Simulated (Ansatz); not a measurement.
Br2Si, charge +1, doublet, at a GFN2-xTB geometry (a state made from the parent by changing its charge; the spin is typed, not shown lowest); B3LYP/6-31G* in Ansatz (a program for electronic structure).

Here is a job for Ansatz.
Ansatz 0.2 input:
```yaml
crystal:
  periodic: [false, false, false]
  atoms:
    - {symbol: Si, position_ang: [-0.01521577, -0.00237586, 0.77983544]}
    - {symbol: Br, position_ang: [1.07276535, -1.63797801, -0.14008693]}
    - {symbol: Br, position_ang: [-1.06667904, 1.63892835, -0.17184725]}
basis:
  gaussian:
    orbitals: 6-31G*
hamiltonian:
  xc: b3lyp
total_charge: 1
magnetization: {spin_polarized: true, initial_magnetization: 1}
accuracy: high
```

### Question
Write the output that Ansatz gives for this input, abridged.

### Answer

```
Functional definition: B3LYP
1476 factors; integrals over basis functions are off by at most 4.1e-9 eV
mean field evaluation 1: about -147945.7960 eV, gradient 1.6e1 eV
mean field evaluation 2: about -147942.6873 eV, gradient 3.0e1 eV
mean field evaluation 4: about -147947.6336 eV, gradient 1.4e0 eV
mean field evaluation 8: about -147947.6767 eV, gradient 2.6e-2 eV
mean field evaluation 16: about -147947.6767 eV, gradient 2.9e-5 eV
mean field -147947.67673472 eV, -5436.9768374637 hartree, gradient 6.1e-8 eV, S^2 0.754655; 0 other end points of the search recorded, 0 dependent functions left out
reference -147947.67676606 eV, -5436.9768386157 hartree; 42, 41 occupied and 47, 48 virtual orbitals, 1476 factors
Total energy: -147947.67676606 eV, -5436.9768386157 hartree
```
